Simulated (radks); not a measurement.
The numbers below are computed, except where a source is named.
The nuclear charge of the tantalum ion Ta+ is varied continuously with 72 electrons held in [Xe] 4f14 5d3 6s1. Code: a radial shooting solver on a logarithmic mesh with Libxc functionals. Model: scalar-relativistic Kohn-Sham, SCAN, spin-unpolarised, spherical densities, finite nucleus; meta-GGA in the generalised Kohn-Sham scheme; Fermi nuclear charge, rms radius 5.3507 fm. By the Hellmann-Feynman theorem dE/dZ = E(electron-nucleus)/Z, the electronic potential at the nucleus (averaged over a nucleus of fixed radius). The scalar-relativistic energy here is not variational (the density holds large components alone), so the two differ by a part that grows with Z.

| Z | E (hartree) | E(electron-nucleus)/Z (hartree) | HOMO | e(HOMO) (eV) | <r> HOMO (bohr) |
|---|---|---|---|---|---|
| 72.6 | -15392.5628 | -523.214 | 5d | -6.600 | 2.268 |
| 72.8 | -15498.2078 | -525.406 | 5d | -8.469 | 2.176 |
| 73 | -15604.2998 | -527.599 | 5d | -10.461 | 2.097 |
| 73.2 | -15710.8383 | -529.793 | 5d | -12.567 | 2.028 |
| 73.4 | -15817.8240 | -531.987 | 5d | -14.777 | 1.968 |
| 73.6 | -15925.2570 | -534.182 | 6s | -16.935 | 2.813 |
| 73.8 | -16033.1378 | -536.379 | 6s | -18.780 | 2.752 |
| 74 | -16141.4665 | -538.578 | 6s | -20.686 | 2.694 |

The central difference of E at Z = 73 is -531.576 hartree, to compare with the third column; the second derivative is -11.2 hartree.
